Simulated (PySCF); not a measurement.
Compound: 4-bromoaniline, C6H6BrN.
Numbering: `[NH2:1][c:2]1[cH:3][cH:4][c:5]([Br:6])[cH:7][cH:8]1` (hydrogens: H9, H10 on N1; H11 on C3; H12 on C4; H13 on C7; H14 on C8)

Theory: PySCF 2.14.0, PBE0-D3(BJ)/def2-SVP geometry optimisation, gas phase.

(1) What internal coordinates does the optimisation give?

## Answers

(1) 
| bond | length (Å) | order |
| --- | --- | --- |
| N1–C2 | 1.377 | single |
| C2–C3, C2–C8 | 1.406 | aromatic |
| C3–C4, C7–C8 | 1.390 | aromatic |
| C4–C5, C5–C7 | 1.394 | aromatic |
| C5–Br6 | 1.890 | single |
| N1–H9, N1–H10 | 1.011 | single |
| C3–H11, C8–H14 | 1.093 | single |
| C4–H12, C7–H13 | 1.091 | single |

Bonds in one row agree within 0.01 Å and their mean is given. Orders are formal, as drawn. A selection of angles:
| angle | degrees |
| --- | --- |
| N1–C2–C3 | 121.0 |
| C3–C2–C8 | 117.9 |
| C2–C3–C4 | 121.1 |
| C3–C4–C5 | 120.0 |
| C4–C5–Br6 | 120.1 |
| C4–C5–C7 | 119.9 |
| H9–N1–C2 | 116.9 |
| H10–N1–C2 | 116.9 |

The 6-membered ring C2–C3–C4–C5–C7–C8 has internal angles of 117.9° to 121.1° (sum 720°, against 720° for a flat polygon); it is planar, 0.00 Å rms from its mean plane, widest ring torsion 0°. The 8 heavy atoms lie in one plane (0.012 Å rms). Of the pairs four or more bonds apart, H10···H14 is among the closest relative to their van der Waals radii: 2.43 Å, 101 % of the sum of Bondi's values. N1 (aniline-type nitrogen) is pyramidal (angles 116.9°, 116.9° and 113.7°, sum 347.6°, 0.23 Å off the plane of its three neighbours).

Point group: Cs (tolerance 0.08 Å). No PBE0-D3(BJ)/def2-SVP frequencies stand behind this structure, so it isn't proved a minimum.
